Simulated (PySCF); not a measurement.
Vertical excitations of a molecule C₄H₈OS from TDDFT-PBE/def2-SVPD run with PySCF, as energy in eV (oscillator strength): 4.65 (0.000), 5.06 (0.045), 5.60 (0.000), 5.78 (0.081), 6.09 (0.018), 6.09 (0.022), 6.62 (0.001), 6.68 (0.014), 6.73 (0.002), 6.89 (0.000). Lowest triplet (TDA): 4.13 eV. Geometry optimised at B3LYP-D3(BJ)/def2-SVP. The geometry has at least one imaginary mode, so it is a saddle point at that level. The values are those of a single conformer.

Task: Which molecule gave these data?
A. CCSC(C)=O
B. CCC(=O)SC
C. CSCC(C)=O
D. O=CCCCS

Result: A, CCSC(C)=O
